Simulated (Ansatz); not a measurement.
Ansatz (a quantum-chemistry and plane-wave program) input (HF/6-31G* with LANL2DZ past Ar): The .json file joins the Basis Set Exchange's 6-31G* for atoms up to Ar and LANL2DZ past it.

Ansatz 0.2 input:
```yaml
crystal:
  periodic: [false, false, false]
  atoms:
    - {symbol: C, position_ang: [1.52607413, 0.23289275, -1.16942232]}
    - {symbol: Ge, position_ang: [0.02550483, -0.00086795, -0.00539374]}
    - {symbol: C, position_ang: [-1.70362471, 0.43266908, -0.75355029]}
    - {symbol: F, position_ang: [0.00308303, -1.59353450, 0.54706858]}
    - {symbol: F, position_ang: [0.26674293, 0.91339170, 1.39039905]}
    - {symbol: H, position_ang: [2.53207545, 0.02045882, -0.85244815]}
    - {symbol: H, position_ang: [1.41408139, 0.58470603, -2.18022648]}
    - {symbol: H, position_ang: [-1.73443671, 1.47262506, -1.05873598]}
    - {symbol: H, position_ang: [-1.90919963, -0.18905252, -1.61772465]}
    - {symbol: H, position_ang: [-2.48180523, 0.26695131, -0.01763805]}
basis:
  gaussian:
    orbitals: 6-31Gs+LANL2DZ.json
hamiltonian:
  xc: {name: HF}
magnetization: {spin_polarized: true, initial_magnetization: 1}
phonons: {temperatures: {t_min: 298.15, t_max: 298.15, t_step: 100}}
```

Output:

```
Functional definition: HF
integrals: 0.03 GiB planned
889 factors; integrals over basis functions are off by at most 4.4e-4 eV
mean field: 0.30 GiB planned
mean field evaluation 1: about -7649.0797 eV, gradient 2.7e1 eV
mean field evaluation 2: about -7649.1459 eV, gradient 2.7e1 eV
mean field evaluation 4: about -7652.0947 eV, gradient 2.2e0 eV
mean field evaluation 8: about -7652.1389 eV, gradient 3.5e-1 eV
mean field evaluation 16: about -7652.1413 eV, gradient 1.7e-5 eV
mean field -7652.14126740 eV, -281.2110047692 hartree, gradient 1.7e-5 eV, S^2 0.760695; 0 other end points of the search recorded, 0 dependent functions left out
the calculation of the forces begins
reference -7652.14126740 eV, -281.2110047692 hartree; 20, 19 occupied and 58, 59 virtual orbitals, 889 factors
these checks for a lower state are left out or cut short: stability, starts, cluster_reference, orbital_swaps, neighbouring_geometries, increment
integrals: 0.03 GiB planned
889 factors; integrals over basis functions are off by at most 4.4e-4 eV
mean field: 0.30 GiB planned
mean field -7652.14109236 eV, -281.2109983368 hartree, gradient 1.7e-6 eV, S^2 0.760699; 0 other end points of the search recorded, 0 dependent functions left out
the calculation of the forces begins
reference -7652.14109236 eV, -281.2109983368 hartree; 20, 19 occupied and 58, 59 virtual orbitals, 889 factors
these checks for a lower state are left out or cut short: stability, starts, cluster_reference, orbital_swaps, neighbouring_geometries, increment
integrals: 0.03 GiB planned
889 factors; integrals over basis functions are off by at most 4.5e-4 eV
mean field: 0.30 GiB planned
mean field -7652.14108963 eV, -281.2109982364 hartree, gradient 1.6e-6 eV, S^2 0.760693; 0 other end points of the search recorded, 0 dependent functions left out
the calculation of the forces begins
reference -7652.14108963 eV, -281.2109982364 hartree; 20, 19 occupied and 58, 59 virtual orbitals, 889 factors
these checks for a lower state are left out or cut short: stability, starts, cluster_reference, orbital_swaps, neighbouring_geometries, increment
integrals: 0.03 GiB planned
889 factors; integrals over basis functions are off by at most 4.4e-4 eV
mean field: 0.30 GiB planned
mean field evaluation 32: about -7652.1411 eV, gradient 1.6e-1 eV
mean field -7652.14117736 eV, -281.2110014603 hartree, gradient 3.0e-6 eV, S^2 0.760701; 0 other end points of the search recorded, 0 dependent functions left out
the calculation of the forces begins
reference -7652.14117736 eV, -281.2110014603 hartree; 20, 19 occupied and 58, 59 virtual orbitals, 889 factors
these checks for a lower state are left out or cut short: stability, starts, cluster_reference, orbital_swaps, neighbouring_geometries, increment
integrals: 0.03 GiB planned
889 factors; integrals over basis functions are off by at most 4.4e-4 eV
mean field: 0.30 GiB planned
mean field -7652.14117606 eV, -281.2110014125 hartree, gradient 3.1e-6 eV, S^2 0.760690; 0 other end points of the search recorded, 0 dependent functions left out
the calculation of the forces begins
reference -7652.14117606 eV, -281.2110014125 hartree; 20, 19 occupied and 58, 59 virtual orbitals, 889 factors
these checks for a lower state are left out or cut short: stability, starts, cluster_reference, orbital_swaps, neighbouring_geometries, increment
integrals: 0.03 GiB planned
889 factors; integrals over basis functions are off by at most 4.4e-4 eV
mean field: 0.30 GiB planned
mean field -7652.14112966 eV, -281.2109997074 hartree, gradient 2.1e-6 eV, S^2 0.760672; 0 other end points of the search recorded, 0 dependent functions left out
the calculation of the forces begins
reference -7652.14112966 eV, -281.2109997074 hartree; 20, 19 occupied and 58, 59 virtual orbitals, 889 factors
these checks for a lower state are left out or cut short: stability, starts, cluster_reference, orbital_swaps, neighbouring_geometries, increment
integrals: 0.03 GiB planned
889 factors; integrals over basis functions are off by at most 4.4e-4 eV
mean field: 0.30 GiB planned
mean field -7652.14113165 eV, -281.2109997804 hartree, gradient 2.2e-6 eV, S^2 0.760719; 0 other end points of the search recorded, 0 dependent functions left out
the calculation of the forces begins
reference -7652.14113165 eV, -281.2109997804 hartree; 20, 19 occupied and 58, 59 virtual orbitals, 889 factors
these checks for a lower state are left out or cut short: stability, starts, cluster_reference, orbital_swaps, neighbouring_geometries, increment
integrals: 0.03 GiB planned
889 factors; integrals over basis functions are off by at most 4.4e-4 eV
mean field: 0.30 GiB planned
mean field -7652.14113877 eV, -281.2110000421 hartree, gradient 1.5e-6 eV, S^2 0.760675; 0 other end points of the search recorded, 0 dependent functions left out
[...]
reference -7652.14115011 eV, -281.2110004588 hartree; 20, 19 occupied and 58, 59 virtual orbitals, 889 factors
these checks for a lower state are left out or cut short: stability, starts, cluster_reference, orbital_swaps, neighbouring_geometries, increment
integrals: 0.03 GiB planned
889 factors; integrals over basis functions are off by at most 4.4e-4 eV
mean field: 0.30 GiB planned
mean field -7652.14125905 eV, -281.2110044626 hartree, gradient 8.3e-7 eV, S^2 0.760693; 0 other end points of the search recorded, 0 dependent functions left out
the calculation of the forces begins
reference -7652.14125905 eV, -281.2110044626 hartree; 20, 19 occupied and 58, 59 virtual orbitals, 889 factors
these checks for a lower state are left out or cut short: stability, starts, cluster_reference, orbital_swaps, neighbouring_geometries, increment
integrals: 0.03 GiB planned
889 factors; integrals over basis functions are off by at most 4.4e-4 eV
mean field: 0.30 GiB planned
mean field -7652.14125798 eV, -281.2110044233 hartree, gradient 2.9e-6 eV, S^2 0.760698; 0 other end points of the search recorded, 0 dependent functions left out
the calculation of the forces begins
reference -7652.14125798 eV, -281.2110044233 hartree; 20, 19 occupied and 58, 59 virtual orbitals, 889 factors
these checks for a lower state are left out or cut short: stability, starts, cluster_reference, orbital_swaps, neighbouring_geometries, increment
integrals: 0.03 GiB planned
889 factors; integrals over basis functions are off by at most 4.4e-4 eV
mean field: 0.30 GiB planned
mean field -7652.14125260 eV, -281.2110042253 hartree, gradient 1.3e-6 eV, S^2 0.760696; 0 other end points of the search recorded, 0 dependent functions left out
the calculation of the forces begins
reference -7652.14125260 eV, -281.2110042253 hartree; 20, 19 occupied and 58, 59 virtual orbitals, 889 factors
these checks for a lower state are left out or cut short: stability, starts, cluster_reference, orbital_swaps, neighbouring_geometries, increment
integrals: 0.03 GiB planned
889 factors; integrals over basis functions are off by at most 4.4e-4 eV
mean field: 0.30 GiB planned
mean field evaluation 192: about -7652.1413 eV, gradient 3.5e-5 eV
mean field -7652.14125227 eV, -281.2110042131 hartree, gradient 1.3e-6 eV, S^2 0.760695; 0 other end points of the search recorded, 0 dependent functions left out
the calculation of the forces begins
reference -7652.14125227 eV, -281.2110042131 hartree; 20, 19 occupied and 58, 59 virtual orbitals, 889 factors
these checks for a lower state are left out or cut short: stability, starts, cluster_reference, orbital_swaps, neighbouring_geometries, increment
integrals: 0.03 GiB planned
889 factors; integrals over basis functions are off by at most 4.4e-4 eV
mean field: 0.30 GiB planned
mean field -7652.14116032 eV, -281.2110008341 hartree, gradient 2.8e-6 eV, S^2 0.760696; 0 other end points of the search recorded, 0 dependent functions left out
the calculation of the forces begins
reference -7652.14116032 eV, -281.2110008341 hartree; 20, 19 occupied and 58, 59 virtual orbitals, 889 factors
these checks for a lower state are left out or cut short: stability, starts, cluster_reference, orbital_swaps, neighbouring_geometries, increment
integrals: 0.03 GiB planned
889 factors; integrals over basis functions are off by at most 4.4e-4 eV
mean field: 0.30 GiB planned
mean field -7652.14115977 eV, -281.2110008141 hartree, gradient 2.8e-6 eV, S^2 0.760695; 0 other end points of the search recorded, 0 dependent functions left out
the calculation of the forces begins
reference -7652.14115977 eV, -281.2110008141 hartree; 20, 19 occupied and 58, 59 virtual orbitals, 889 factors
these checks for a lower state are left out or cut short: stability, starts, cluster_reference, orbital_swaps, neighbouring_geometries, increment
integrals: 0.03 GiB planned
889 factors; integrals over basis functions are off by at most 4.4e-4 eV
mean field: 0.30 GiB planned
mean field -7652.14124401 eV, -281.2110039098 hartree, gradient 2.8e-6 eV, S^2 0.760695; 0 other end points of the search recorded, 0 dependent functions left out
the calculation of the forces begins
reference -7652.14124401 eV, -281.2110039098 hartree; 20, 19 occupied and 58, 59 virtual orbitals, 889 factors
these checks for a lower state are left out or cut short: stability, starts, cluster_reference, orbital_swaps, neighbouring_geometries, increment
integrals: 0.03 GiB planned
889 factors; integrals over basis functions are off by at most 4.4e-4 eV
mean field: 0.30 GiB planned
mean field -7652.14124384 eV, -281.2110039034 hartree, gradient 2.9e-6 eV, S^2 0.760696; 0 other end points of the search recorded, 0 dependent functions left out
the calculation of the forces begins
reference -7652.14124384 eV, -281.2110039034 hartree; 20, 19 occupied and 58, 59 virtual orbitals, 889 factors
these checks for a lower state are left out or cut short: stability, starts, cluster_reference, orbital_swaps, neighbouring_geometries, increment
integrals: 0.03 GiB planned
889 factors; integrals over basis functions are off by at most 4.4e-4 eV
mean field: 0.30 GiB planned
mean field evaluation 224: about -7652.1412 eV, gradient 2.0e-6 eV
mean field -7652.14120411 eV, -281.2110024436 hartree, gradient 2.0e-6 eV, S^2 0.760696; 0 other end points of the search recorded, 0 dependent functions left out
the calculation of the forces begins
reference -7652.14120411 eV, -281.2110024436 hartree; 20, 19 occupied and 58, 59 virtual orbitals, 889 factors
these checks for a lower state are left out or cut short: stability, starts, cluster_reference, orbital_swaps, neighbouring_geometries, increment
integrals: 0.03 GiB planned
889 factors; integrals over basis functions are off by at most 4.4e-4 eV
mean field: 0.30 GiB planned
mean field -7652.14120353 eV, -281.2110024220 hartree, gradient 1.9e-6 eV, S^2 0.760695; 0 other end points of the search recorded, 0 dependent functions left out
the calculation of the forces begins
reference -7652.14120353 eV, -281.2110024220 hartree; 20, 19 occupied and 58, 59 virtual orbitals, 889 factors
these checks for a lower state are left out or cut short: stability, starts, cluster_reference, orbital_swaps, neighbouring_geometries, increment
integrals: 0.03 GiB planned
889 factors; integrals over basis functions are off by at most 4.4e-4 eV
mean field: 0.30 GiB planned
mean field -7652.14122581 eV, -281.2110032409 hartree, gradient 1.4e-6 eV, S^2 0.760695; 0 other end points of the search recorded, 0 dependent functions left out
the calculation of the forces begins
reference -7652.14122581 eV, -281.2110032409 hartree; 20, 19 occupied and 58, 59 virtual orbitals, 889 factors
these checks for a lower state are left out or cut short: stability, starts, cluster_reference, orbital_swaps, neighbouring_geometries, increment
integrals: 0.03 GiB planned
889 factors; integrals over basis functions are off by at most 4.4e-4 eV
mean field: 0.30 GiB planned
mean field -7652.14122612 eV, -281.2110032521 hartree, gradient 1.4e-6 eV, S^2 0.760696; 0 other end points of the search recorded, 0 dependent functions left out
the calculation of the forces begins
reference -7652.14122612 eV, -281.2110032521 hartree; 20, 19 occupied and 58, 59 virtual orbitals, 889 factors
Total energy: -7652.14126740 eV, -281.2110047692 hartree
Atom 0 at     1.526074     0.232893    -1.169422 Å, force     0.000422     0.000213    -0.000765 eV/Å
Atom 1 at     0.025505    -0.000868    -0.005394 Å, force     0.000096    -0.000146     0.000405 eV/Å
Atom 2 at    -1.703625     0.432669    -0.753550 Å, force    -0.000103    -0.000038     0.000146 eV/Å
Atom 3 at     0.003083    -1.593535     0.547069 Å, force     0.000014     0.000774    -0.000016 eV/Å
Atom 4 at     0.266743     0.913392     1.390399 Å, force    -0.000130    -0.000596    -0.000477 eV/Å
Atom 5 at     2.532075     0.020459    -0.852448 Å, force    -0.000649     0.000266    -0.000588 eV/Å
Atom 6 at     1.414081     0.584706    -2.180226 Å, force     0.000291    -0.000490     0.001366 eV/Å
Atom 7 at    -1.734437     1.472625    -1.058736 Å, force     0.000065    -0.000078     0.000021 eV/Å
Atom 8 at    -1.909200    -0.189053    -1.617725 Å, force     0.000077     0.000036     0.000059 eV/Å
Atom 9 at    -2.481805     0.266951    -0.017638 Å, force    -0.000084     0.000060    -0.000152 eV/Å
Dipole moment:    -0.077729     0.228069    -0.653668 e Å
Vibrations: 38.02 119.37 183.55 195.56 235.06 274.91 282.03 557.53 625.58 690.22 758.04 765.34 807.04 898.53 918.60 1449.50 1530.78 1599.13 1601.31 3219.34 3300.00 3306.47 3319.74 3422.18 cm⁻¹, zero-point energy 1.865826 eV
```

The blocks after the first are displaced geometries, from whose forces the wavenumbers follow.
